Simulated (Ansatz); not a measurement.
H4N (SMILES [NH4+]), charge 1, multiplicity 1, relaxed at each level with Ansatz (a quantum-chemistry and plane-wave program); harmonic frequencies from differences of analytic forces, average atomic masses, frozen cores.

```csv
level,N1–H2 (Å),N1–H3 (Å),N1–H4 (Å),N1–H5 (Å),H2–N1–H3 (°),H2–N1–H4 (°),H2–N1–H5 (°),dipole (D)
HF/def2-TZVPP,1.0097,1.0097,1.0097,1.0097,109.5,109.5,109.5,-
PBE/def2-TZVPP,1.0309,1.0309,1.0309,1.0309,109.5,109.5,109.5,-
r2SCAN/def2-TZVPP,1.0226,1.0226,1.0226,1.0226,109.5,109.5,109.5,-
B3LYP/def2-TZVPP,1.0240,1.0240,1.0240,1.0240,109.5,109.5,109.5,-
PBE0/def2-TZVPP,1.0225,1.0225,1.0225,1.0225,109.5,109.5,109.5,-
wB97X-V/def2-TZVPP,1.0239,1.0239,1.0239,1.0239,109.5,109.5,109.5,-
MP2/cc-pVTZ,1.0211,1.0211,1.0211,1.0211,109.5,109.5,109.5,-
CCSD(T)/cc-pVDZ,1.0316,1.0316,1.0316,1.0316,109.5,109.5,109.5,-
CCSD(T)/cc-pVTZ,1.0226,1.0226,1.0226,1.0226,109.5,109.5,109.5,-
```

Measured: bond lengths of mixed type (r0, rs, rg or re) HN 1.029 Å [NIST CCCBDB].
